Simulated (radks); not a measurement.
Results of a calculation; reference values are marked as such.
Exchange energies: the exact (Fock) value of the Kohn-Sham orbitals and density-functional approximations, as 100 (|E| - |E exact|)/|E exact|, negative where the magnitude is too small. Species: Hf4+ [Xe] 4f14; Fe22+ [He] 2s2; Rh4+ [Kr] 4d5; Ag [Kr] 4d10 5s1; Cd [Kr] 4d10 5s2. Level of theory: non-relativistic Kohn-Sham, PBE, spin-polarised, spherical densities, point nucleus (a radial shooting solver on a logarithmic mesh with Libxc functionals). Every spin shell is full or empty, so the densities are truly spherical. Functionals are evaluated on that one density, not self-consistently.

functional,Hf4+,Fe22+,Rh4+,Ag,Cd
exact (hartree),-288.282,-20.6955,-132.618,-143.872,-148.776
LDA,-3.84,-12.43,-5.15,-4.93,-4.89
B88,+0.25,-0.09,-0.02,+0.07,+0.06
PBE,-0.17,-0.89,-0.48,-0.38,-0.39
revPBE,-0.08,+0.26,-0.32,-0.24,-0.25
WC,-0.48,-2.89,-0.96,-0.84,-0.84
AM05,-3.61,-9.83,-4.77,-4.58,-4.55
B86b,+0.19,-0.04,-0.04,+0.05,+0.04
G96,+0.64,-0.03,+0.29,+0.38,+0.38
APBE,+0.44,+0.65,+0.29,+0.37,+0.36
TPSS,-0.23,+0.57,-0.28,-0.22,-0.23
SCAN,+0.21,-0.45,+0.18,+0.22,+0.21
r2SCAN,-0.03,-0.55,-0.10,-0.06,-0.07
MS2,-0.50,+0.54,-0.57,-0.53,-0.54
